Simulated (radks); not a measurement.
Results of a calculation; reference values are marked as such.
Question: These are the eigenvalues of the occupied orbitals of an atom or ion with whole-number occupations (hartree). Code: a radial shooting solver on a logarithmic mesh with Libxc functionals. Model: scalar-relativistic Kohn-Sham, LDA (Slater exchange, Perdew-Wang correlation), spin-polarised, spherical densities, finite nucleus; Fermi nuclear charge, rms radius of each element as measured or else 0.836 A^(1/3) + 0.57 fm.

| orbital | eigenvalue |
|---|---|
| 1s up | -2396.649 |
| 1s down | -2396.649 |
| 2s up | -410.1520 |
| 2s down | -410.1496 |
| 2p up | -360.4124 |
| 2p down | -360.4104 |
| 3s up | -93.62985 |
| 3s down | -93.62912 |
| 3p up | -78.76373 |
| 3p down | -78.76293 |
| 3d up | -61.10654 |
| 3d down | -61.10511 |
| 4s up | -19.04016 |
| 4s down | -19.03832 |
| 4p up | -14.15857 |
| 4p down | -14.15663 |
| 4d up | -7.84198 |
| 4d down | -7.83936 |
| 5s up | -2.73293 |
| 5s down | -2.70794 |
| 5p up | -1.58268 |
| 5p down | -1.54721 |
| 4f up | -0.88270 |
| 4f down | -0.87527 |
| 6s up | -0.43482 |
| 5d up | -0.36958 |

Which element is it, and in what charge state? The configuration may be excited. Open shells, if any, are filled with parallel spins first.

Answer: Z = 72, hafnium, charge +1: Hf+ in [Xe] 4f14 5d2 6s1. The list shows which subshells hold electrons but not how many an open one holds; the 1s level, -2396.6 hartree, gives Z - s = 69.2 by -(Z - s)^2/2, which with screening and relativity narrows Z to a few neighbours, and the depths of the outer levels then fix element, charge and occupations together.
